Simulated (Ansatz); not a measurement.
Reaction (substitution at a C–Sn bond): `C=C[CH2][SnH2][F]` + `CCS` → `C=CCSCC` + `[F][SnH3]`

Gas-phase electronic energies from Ansatz, PBE0-D4/def2-TZVP geometries. CCSD(T)/CBS adds triple-zeta CCSD(T) − MP2 to the extrapolated MP2 energy (def2 sets, frozen cores). Functionals use def2-TZVPP. def2 core potentials past Kr. For Sn outer-core shells are correlated without core-valence functions, which leaves a few kJ/mol of doubt a bond. Each species was taken in one conformer, which may not be the lowest.

| level | ΔE (kJ/mol) |
| --- | --- |
| B97M-V | 19.8 |
| PBE0-D4 | 25.4 |
| MP2/def2-QZVPP | 32.0 |
| HF/CBS(def2) | 30.6 |

Problem. What does CCSD(T)/CBS give? (Estimate.)

Solution. Ansatz gave: +32.3 kJ/mol. The listed levels differ from it by -12.5, -6.9, -0.3, -1.7 kJ/mol.

Problem. What do rigid-rotor, harmonic-oscillator terms from PBE0-D4/def2-TZVP frequencies (298.15 K, 1 bar) make of the CCSD(T)/CBS value? (Estimate.)

Solution. The calculation gave: ΔZPE = -0.4 kJ/mol, ΔH = +30.7 kJ/mol, ΔS = -24 J/(mol·K), ΔG = +37.9 kJ/mol. Modes under 50 cm⁻¹ make the entropy rough.

Largest T1 diagnostic among the species: 0.014.

From BLYP to BHLYP (50 % exact exchange), in def2-TZVPP and without D4, ΔE moves by −4.7 kJ/mol. Leaving LDA and LC-ωPBE aside and taking each functional with its dispersion term where it has one, the values, not all of them listed here, spread over 11.5 kJ/mol, from B97M-V to B2PLYP. LDA lies −10.8 kJ/mol from PBE without D4.
